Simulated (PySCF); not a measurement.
Methylcyanodiacetylene, C₆H₃N.
SMILES with atom numbers: `[CH3:1][C:2]#[C:3][C:4]#[C:5][C:6]#[N:7]`

Cartesian coordinates in Å at the GFN2-xTB level; atoms count from 1:
```
atom  x, y, z in Å
C1    -2.0103    0.6029   -1.3483
C2    -0.9180    0.2759   -0.4747
C3     0.0027    0.0007    0.2610
C4     1.0262   -0.3068    1.0809
C5     1.9517   -0.5840    1.8221
C6     2.9808   -0.8924    2.6450
N7     3.8572   -1.1547    3.3449
H8    -1.7608    1.4808   -1.9450
H9    -2.2155   -0.2332   -2.0175
H10   -2.9050    0.8155   -0.7623
```

Computed with delta-SCF UKS SCAN, pcX-2 on the ionised atom, pcseg-1 elsewhere, spin-free X2C (PySCF). These are vertical core ionisation energies against the vacuum level, from separate self-consistent calculations with and without the core hole.

Some binding energies are withheld.

```tsv
atom(s)	bonded to	level	binding energy (eV)
C1	C and 3 H	C 1s	?
C2	C (triple bond) and C	C 1s	?
C3	C (triple bond) and C	C 1s	291.34
C5	C (triple bond) and C	C 1s	291.39
C6	N (triple bond) and C	C 1s	?
N7	C (triple bond)	N 1s	404.51
```

Fill in C 1s for C2.

291.09 eV (alkyne carbon). The nearest listed C 1s value is that of C3; the shift against it is -0.25 eV.

What is the C 1s binding energy of C6?

292.30 eV (nitrile carbon). The nearest listed C 1s value is that of C5; the shift against it is +0.91 eV.

What is the C 1s binding energy of C1?

292.24 eV (propargylic carbon). The nearest listed C 1s value is that of C5; the shift against it is +0.85 eV.

Lowest listed C 1s: C2, bonded to C (triple bond) and C. Highest, 1.21 eV above it: C6, bonded to N (triple bond) and C. The widest gap between neighbouring values is 0.85 eV, between 291.39 and 292.24 eV. The values 291.34 and 291.39 eV lie too close for their order to be trusted.

Express the binding energy of C 1s of C3 in atomic units and per mole.

291.34 eV = 10.7065 Eh = 28110 kJ/mol.

The list is incomplete; no value stands for C 1s of C4 (hole states with ⟨S²⟩ of 1 or more are left out). Spin contamination (⟨S²⟩ against 0.75 for a pure doublet) is marked for C 1s of C2 (1.00), C 1s of C3 (0.95), C 1s of C5 (0.90), C 1s of C6 (0.91) and N 1s of N7 (0.85), which makes these values less certain. Geometry: GFN2-xTB; no solvent, vibrations or thermal averaging.
